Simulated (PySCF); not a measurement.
C3H8FNSi, SMILES C/C=N/[C@H](F)[SiH3]. Coordinates come from a ωB97X-D3(BJ)/def2-SVP optimisation. The structure was generated by enumeration; whether it is a known compound was not checked. The values are those of a single conformer.

Question: Give the equilibrium geometry at ωB97X-D3(BJ)/def2-SVP (PySCF confirms it by a frequency run) as bond lengths and angles. (The exact figures need the calculation; the answer reports its results.)

Answer: This is not unique; one that fits is 
Atoms: C1 C2 N3 C4 F5 Si6 H7 H8 H9 H10 H11 H12 H13 H14. Bond lengths (Å): C1–C2 1.499, C1–H7 1.103, C1–H8 1.099, C1–H9 1.103, C2–N3 1.269, C2–H10 1.104, N3–C4 1.421, C4–F5 1.403, C4–Si6 1.913, C4–H11 1.105, Si6–H12 1.489, Si6–H13 1.490, Si6–H14 1.489. Bond angles (°): C2–C1–H7 110.3, C2–C1–H8 110.3, C2–C1–H9 110.3, H7–C1–H8 109.4, H7–C1–H9 106.9, H8–C1–H9 109.4, C1–C2–N3 121.7, C1–C2–H10 117.3, N3–C2–H10 120.9, C2–N3–C4 120.9, N3–C4–F5 114.3, N3–C4–Si6 108.6, N3–C4–H11 108.2, F5–C4–Si6 107.6, F5–C4–H11 106.8, Si6–C4–H11 111.4, C4–Si6–H12 109.9, C4–Si6–H13 109.2, C4–Si6–H14 107.6, H12–Si6–H13 109.7, H12–Si6–H14 110.5, H13–Si6–H14 109.9.
